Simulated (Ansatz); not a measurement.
The molecule K$_{2}$, multiplicity 3 (not the ground state: that is measured with 2S+1 = 1). No spin–orbit coupling. K is treated without relativity.

Constants: fifth-degree fit in 1/R to seven points, most abundant isotopes. In def2 and cc sets the state is the lowest found near the PBE0 minimum, followed along R.

The values were computed with Ansatz (a quantum-chemistry and plane-wave program). Each number belongs to the level named beside it.

```json
[
 {"level": "PBE/def2-TZVPP", "r_e (Å)": "5.335", "ω_e (cm⁻¹)": "32", "α_e (cm⁻¹)": "0.00046", "ω_e x_e (cm⁻¹)": "0.46"},
 {"level": "PBE0/def2-TZVPP", "r_e (Å)": "5.454", "ω_e (cm⁻¹)": "29", "α_e (cm⁻¹)": "0.00050", "ω_e x_e (cm⁻¹)": "0.50"},
 {"level": "CCSD/def2-TZVPP", "r_e (Å)": "5.780", "ω_e (cm⁻¹)": "23", "α_e (cm⁻¹)": "0.00052", "ω_e x_e (cm⁻¹)": "0.45"},
 {"level": "CCSD(T)/def2-TZVPP", "r_e (Å)": "5.733", "ω_e (cm⁻¹)": "24", "α_e (cm⁻¹)": "0.00050", "ω_e x_e (cm⁻¹)": "0.44"}
]
```

Correlated levels freeze the inner cores; with def2 sets outer-core shells near the valence are correlated too.
